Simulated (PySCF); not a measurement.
An unknown is described by computed data only.

Formula: C4H3FNP.

| Item | Value |
| --- | --- |
| 1H NMR | chemical shifts (computed TMS as zero) by class: 9.14 (1 H), 8.68 (1 H), 8.57 (1 H) ppm [GIAO PBE0/pcSseg-1] |
| UV, first state | lowest singlet excitation: 4.62 eV (268 nm, f = 0.014) [TDDFT CAM-B3LYP/def2-SVPD] |
| 13C NMR | chemical shifts (computed TMS as zero) by class: 173.4 (1 C), 159.2 (1 C), 152.1 (1 C), 141.5 (1 C) ppm [GIAO PBE0/pcSseg-1] |
| UV, strongest line | among the 8 lowest singlet transitions: S6 at 6.43 eV (193 nm, f = 0.197) [TDDFT CAM-B3LYP/def2-SVPD] |
| Rotational structure | rotational constants A, B, C: 4.295, 2.081, 1.402 GHz [GFN2-xTB] |
| Dipole | 2.49 D [CAM-B3LYP/def2-SVPD] |
| XPS | P2p3/2 137.0, C1s 290.7, C1s 290.8, C1s 292.0, C1s 294.0, N1s 405.1, F1s 692.9, P1s 2150.5 eV [ΔSCF SCAN, pcX-2 on the ionised atom, pcseg-1 elsewhere, spin-free X2C, 2p3/2 from a spin–orbit splitting computed afterwards within the 2p shell] |

Electronic properties: PySCF, gas phase, density fitting. Levels stand in brackets. Isolated species at its GFN2-xTB geometry, gas phase. Each NMR value is the plain mean over a class of atoms that symmetry, rotation or inversion makes alike.

Problem. What is the compound? Reason from the data.

Solution. Numbering: `[F:1][c:2]1[cH:3][p:4][cH:5][cH:6][n:7]1`. 4 carbons fall into 4 classes; from least to most shielded: aromatic C–F carbon [C2] (173.4 ppm), aromatic CH next to a ring nitrogen [C6] (159.2 ppm), aromatic CH carbon [C5] (152.1 ppm), aromatic CH carbon [C3] (141.5 ppm). Hydrogen classes from least to most shielded: 1 H on an aromatic CH next to a ring nitrogen, C6 (9.14 ppm), 1 H on an aromatic CH carbon, C5 (8.68 ppm), 1 H on an aromatic CH carbon, C3 (8.57 ppm). The core levels belong to: P2p3/2 137.0 eV, phosphorus bonded to 2 C [P4]; C1s 290.7 eV, aromatic CH carbon [C5]; C1s 290.8 eV, aromatic CH carbon [C3]; C1s 292.0 eV, aromatic CH next to a ring nitrogen [C6]; C1s 294.0 eV, aromatic C–F carbon [C2]; N1s 405.1 eV, pyridine-type nitrogen [N7]; F1s 692.9 eV, aryl fluorine [F1]; P1s 2150.5 eV, phosphorus bonded to 2 C [P4]. The hole state at 294.0 eV has ⟨S²⟩ = 0.85 against 0.75, so that value is less sure. The hole state at 292.0 eV has ⟨S²⟩ = 0.83 against 0.75, so that value is less sure. S1 is mainly HOMO−1→LUMO (weight 0.98); the largest Löwdin shares of the orbital it empties are 0.30 on the pyridine-type nitrogen, 0.26 on the phosphorus bonded to 2 C, 0.10 on the aromatic CH next to a ring nitrogen and 0.09 on an aromatic CH carbon, of the orbital it fills 0.40 on the phosphorus bonded to 2 C, 0.16 on an aromatic CH carbon, 0.15 on the pyridine-type nitrogen and 0.13 on an aromatic CH carbon. The optimised geometry has point group Cs and is an asymmetric top. Structure: `Fc1cpccn1`. Computed isomers that give other values at the same levels: `Fc1ccpcn1` (13C chemical shifts (computed TMS as zero) by class: 193.4 (1 C), 179.5 (1 C), 173.8 (1 C), 118.3 (1 C) ppm). The assignments are read from this structure; whether some other isomer fits the data as well wasn't checked.
